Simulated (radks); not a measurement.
Problem. The mean radii <r> (bohr) of the occupied orbitals of an atom or ion are listed with their occupations. All-electron calculation, scalar-relativistic Kohn-Sham, PBE, spin-unpolarised, spherical densities, point nucleus. Program: a radial shooting solver on a logarithmic mesh with Libxc functionals.

orbital  occ.      <r>
1s          2  0.05846
2s          2   0.2669
2p          6   0.2355
3s          2   0.8047
3p          6   0.8461
3d          5    1.005
4p          1    2.819

Name the element and its charge.

Solution. Z = 26, iron, charge +2: Fe2+ in [Ar] 3d5 4p1. The 1s radius gives Z: for a bare nucleus <r> = (2 gamma + 1)/(2Z) with gamma = sqrt(1 - (Z/c)^2), 0.05699 bohr for Z = 26, and screening makes it slightly larger (0.05846 here). The occupations add up to 24, and the charge is Z minus that.
